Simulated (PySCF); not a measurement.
Ligands exchanged one at a time, B CH3-I. All species are isolated molecules in the gas phase. Strings in code marks are SMILES.

The LUMO from two functionals at the same geometries (PBE0-D3(BJ)/def2-TZVP), both in PySCF: PBE-D3(BJ)/def2-TZVP and TPSSh-D3(BJ)/def2-TZVP. 

```
species                              TPSSh-D3(BJ)/def2-TZVP (eV)
-----------------------------------  ---------------------------
0 of 3 CH3 replaced by I (`CB(C)C`)                        -0.58
1 of 3 CH3 replaced by I (`CB(C)I`)                        -1.55
2 of 3 CH3 replaced by I                                   -2.31
3 of 3 CH3 replaced by I (`IB(I)I`)                        -2.88
```

**Question.** What does PBE-D3(BJ)/def2-TZVP give for each?

**Answer.** 
- 0 of 3 CH3 replaced by I (`CB(C)C`): -1.15
- 1 of 3 CH3 replaced by I (`CB(C)I`): -2.04
- 2 of 3 CH3 replaced by I: -2.73
- 3 of 3 CH3 replaced by I (`IB(I)I`): -3.23
Over these rows, drawn at random from the members with no instability flagged (it was tested for open shells, ions and some series alone), PBE minus TPSSh-D3(BJ): mean -0.46 eV, from -0.57 eV to -0.35 eV.
